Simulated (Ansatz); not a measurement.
Cost and result for the atomization energy of C$_{2}$H$_{3}$ClInNO (`[CH3][In]([Cl])[N]=C=O`) (9 atoms, 8 bonds).

```tsv
atom	x (Å)	y (Å)	z (Å)
C1	-0.478	0.147	1.956
In2	-0.330	-0.318	-0.106
Cl3	-1.662	-1.842	-1.251
N4	1.028	0.527	-1.355
C5	1.313	0.434	-2.522
O6	1.642	0.395	-3.641
H7	-1.523	0.319	2.211
H8	0.115	1.035	2.172
H9	-0.104	-0.696	2.536
```

The species carries charge 0 and has multiplicity 1. Correlated methods include outer-core shells of In, which these sets cover unevenly. In: def2 effective core potential. The geometry is a stationary point of PBE0-D4/def2-TZVP. It is one conformer, not always the lowest. Program: Ansatz. All runs use 4 threads of an Intel Xeon Platinum 8488C on a shared host. Times are those of one run each, without the atoms' runs, and a repeat can differ threefold. Electronic energies, without spin–orbit coupling; frozen cores. CCSD(T)/CBS adds CCSD(T) − MP2 in def2-TZVPP to the MP2 limit, and its time is that of the two runs behind it. T1 = 0.015. With those shells the extrapolation isn't a true limit. B3LYP takes the VWN-RPA correlation (the form of Gaussian; ORCA's B3LYP/G).

CCSD(T)/CBS is a level of theory with its own doubt, some kJ/mol a heavy atom from the limit and from the frozen cores, so smaller differences don't rank the functionals.

| level | functions | wall time |
| --- | --- | --- |
| LDA (SPW92)/def2-TZVPP | 258 | 1.4 s |
| BLYP-D4/def2-TZVPP | 258 | 2.2 s |
| revPBE-D4/def2-TZVPP | 258 | 2.2 s |
| PBE-D4/def2-TZVPP (with forces) | 258 | 2.4 s |
| CAM-B3LYP-D4/def2-TZVPP | 258 | 3.8 s |
| r2SCANh-D4/def2-TZVPP | 258 | 4.2 s |
| B3LYP-D4/def2-TZVPP (with forces) | 258 | 5.5 s |
| PBE-QIDH/def2-TZVPP | 258 | 6 s |
| CCSD(T)/def2-SVP | 115 | 8 s |
| ωB97M-V/def2-TZVPP (with forces) | 258 | 9.5 s |
| MP2/def2-QZVPP | 470 | 20 s |
| CCSD(T)/def2-TZVPP | 258 | 3.3 min |
| CCSD(T)/CBS(def2) | – | 3.7 min |

Problem. What atomization energy does each give, and how far from CCSD(T)/CBS? (An estimate is asked.)

Solution. The calculation gave: 
| level | atomization (kJ/mol) | difference from CCSD(T)/CBS | per bond |
| --- | --- | --- | --- |
| LDA (SPW92)/def2-TZVPP | 4119.9 | 604.1 | 75.5 |
| BLYP-D4/def2-TZVPP | 3532.2 | 16.4 | 2.1 |
| revPBE-D4/def2-TZVPP | 3533.8 | 18.0 | 2.3 |
| PBE-D4/def2-TZVPP (with forces) | 3654.4 | 138.6 | 17.3 |
| CAM-B3LYP-D4/def2-TZVPP | 3517.8 | 2.0 | 0.3 |
| r2SCANh-D4/def2-TZVPP | 3499.4 | -16.4 | -2.0 |
| B3LYP-D4/def2-TZVPP (with forces) | 3500.3 | -15.5 | -1.9 |
| PBE-QIDH/def2-TZVPP | 3501.7 | -14.1 | -1.8 |
| CCSD(T)/def2-SVP | 3296.5 | -219.3 | -27.4 |
| ωB97M-V/def2-TZVPP (with forces) | 3530.7 | 14.9 | 1.9 |
| MP2/def2-QZVPP | 3596.9 | 81.1 | 10.1 |
| CCSD(T)/def2-TZVPP | 3405.6 | -110.2 | -13.8 |
| CCSD(T)/CBS(def2) | 3515.8 | 0.0 | 0.0 |

The D4 term adds +32.6 kJ/mol with B3LYP and +17.5 kJ/mol with PBE0; it sums over pairs of atoms, weighted by their polarisabilities, and B3LYP, whose exchange is more repulsive, gets the larger term. Leaving LDA and LC-ωPBE aside and taking each functional with its dispersion term where it has one, the values, not all of them listed here, spread over 308.9 kJ/mol, from BHLYP-D4 to PBE-D4. LDA lies +485.7 kJ/mol from PBE without D4, its usual overbinding. In def2-TZVPP, CCSD(T) changes the Hartree–Fock value by +1011.3 kJ/mol (the triples alone add +86.6 kJ/mol) and MP2 by +1137.2 kJ/mol; breaking electron pairs costs correlation energy, which Hartree–Fock lacks.

Spin–orbit coupling would lower the free In atoms strongly, and the atomization energy with them, by more than many differences here.
